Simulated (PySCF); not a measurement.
A GIAO shielding run with PySCF 2.14 (density fitting, non-relativistic, gas phase) on `C=C[SiH2]N[SiH2]NC`, C3H12N2Si2:

```
$ OMP_NUM_THREADS=1 python probes_run.py task.json out

{"job": {"kind": "nmr", "xc": "PBE0", "basis": "pcSseg-1"}, "charge": 0, "multiplicity": 1}
C     -3.352279    -0.594288    -0.906327
C     -3.256309     0.547426    -0.244774
Si    -1.707696     1.210282     0.596991
N     -0.355221     0.316004     0.010191
Si     1.274228     0.428343     0.576042
N      2.102498    -0.777094    -0.326564
C      3.524514    -0.976467    -0.205407
H     -2.505691    -1.252845    -1.020891
H     -4.272080    -0.932777    -1.360824
H     -4.144611     1.161394    -0.156168
H     -1.771182     1.003613     2.046069
H     -1.589385     2.650328     0.313141
H     -0.445686    -0.024526    -0.933816
H      1.940436     1.693484     0.245102
H      1.212854     0.262494     2.033869
H      1.621154    -1.651756    -0.478185
H      3.912526    -1.479296    -1.093633
H      4.004943    -0.004920    -0.117851
H      3.797184    -1.570149     0.674796
```

Hardware: 1 thread of an Arm Neoverse N1, shared host. The job also computes population analyses, field gradients.

Problem. How large is the calculation?

Solution. 72 electrons, 193 basis functions and 1039 auxiliary functions.

Problem. How long does it take, and how much memory does it need?

Solution. 74 s of wall time, with 13 SCF cycles and 4 response iterations; peak memory 0.82 GiB. Times on a shared host scatter by some tens of per cent.
